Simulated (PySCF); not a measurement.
C2H5ClO2Si.

```xyz
11

C     -2.0810    -0.0281     0.1584
C     -0.8220     0.2507    -0.1879
Cl    -0.4162     1.8223    -0.9059
Si     0.6627    -0.8916     0.0156
O      1.8909     0.0194     0.6648
O      0.2781    -2.1469     1.0267
H     -2.9072     0.6753     0.0200
H     -2.2997    -1.0046     0.6006
H      1.0313    -1.5130    -1.2745
H      1.8150     0.9707     0.5124
H      0.2229    -1.9412     1.9680
```

The structure is a stationary point at B3LYP-D3(BJ)/def2-SVP. This is a generated structure with no PubChem entry under its InChIKey; it may be hypothetical. The values are those of a single conformer.

These are PySCF with PBE/pcSseg-1 values and carry that method's errors. Non-relativistic, no solvent.

Computed absolute GIAO shielding of each atom: isotropic value and principal components (ppm):
| atom | σ(iso) | σ11 | σ22 | σ33 | span |
|---|---|---|---|---|---|
| C1 | 48.2 | -66.6 | 64.2 | 147.0 | 213.6 |
| C2 | 22.6 | -83.5 | 45.6 | 105.7 | 189.1 |
| Cl3 | 667.5 | 406.7 | 656.0 | 939.8 | 533.0 |
| Si4 | 369.5 | 335.6 | 370.6 | 402.3 | 66.7 |
| O5 | 275.6 | 242.7 | 291.4 | 292.6 | 49.9 |
| O6 | 276.5 | 241.0 | 285.1 | 303.2 | 62.2 |
| H7 | 25.1 | 21.6 | 23.9 | 29.7 | 8.1 |
| H8 | 25.1 | 21.9 | 23.5 | 29.8 | 7.9 |
| H9 | 26.3 | 23.1 | 24.0 | 31.7 | 8.6 |
| H10 | 28.9 | 19.7 | 26.9 | 40.2 | 20.5 |
| H11 | 29.6 | 22.8 | 24.5 | 41.6 | 18.8 |
